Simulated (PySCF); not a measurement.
Ti(Cl)3(NH2) (Cl₃H₂NTi), SMILES [NH2][Ti]([Cl])([Cl])[Cl], multiplicity 1. Heavy atoms are numbered as in [Ti:1]([Cl:2])([Cl:3])([Cl:4])[NH2:5]. Hydrogens are named by the atom that carries them.

The structure is a stationary point at B3LYP-D3(BJ)/def2-SVP. The spin state was assumed, not searched. The isomer is the one that the SMILES or the coordinates give; other isomers of the formula were not compared. Other conformers were not sampled.

Calculation: PySCF with HF/def2-TZVP.

ESP charges are fitted to the potential on shells at 1.4 to 2.0 van der Waals radii. Atomic charges (e), one atom of each kind:

```csv
atom,ESP fit,Löwdin,meta-Löwdin
Ti1,0.74,-0.19,1.66
Cl2,-0.19,0.08,-0.46
N5 (NH2),-0.96,-0.36,-0.77
H on N5,0.42,0.17,0.25
```
